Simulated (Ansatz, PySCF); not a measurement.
Process, species as SMILES: S[Si](S)(Cl)Cl [dichloro-bis(sulfanyl)silane] + H+ → S[Si]([SH2+])(Cl)Cl
Structures are relaxed separately at B3LYP-D3(BJ)/def2-TZVP in Ansatz (a program for electronic structure), one conformer each, not searched for the lowest.

Property: proton affinity (enthalpy at 298 K, with B3LYP-D3(BJ) rigid-rotor harmonic-oscillator terms from PySCF), positive where the reaction releases energy, in kcal/mol. Valence correlation only, unless marked. No spin-orbit coupling. No relativistic terms. CBS marks a two-point X^-3 extrapolation of the correlation energy; Hartree-Fock from the larger set.

CCSD(T)/CBS(cc-pV(T+d)Z,cc-pV(Q+d)Z) (Ansatz) gives 177.4 kcal/mol.

Another calculation gave 179.2 kcal/mol. Which level was it?
A) SVWN5/def2-TZVPD (Ansatz)
B) wB97M-V/def2-TZVPD (Ansatz)
C) revPBE/def2-TZVPD (Ansatz)
D) LC-wPBE/def2-TZVPD (Ansatz)

D, LC-wPBE/def2-TZVPD (Ansatz). The others give 183.0 (revPBE), 173.4 (SVWN5), 176.4 (wB97M-V) kcal/mol.
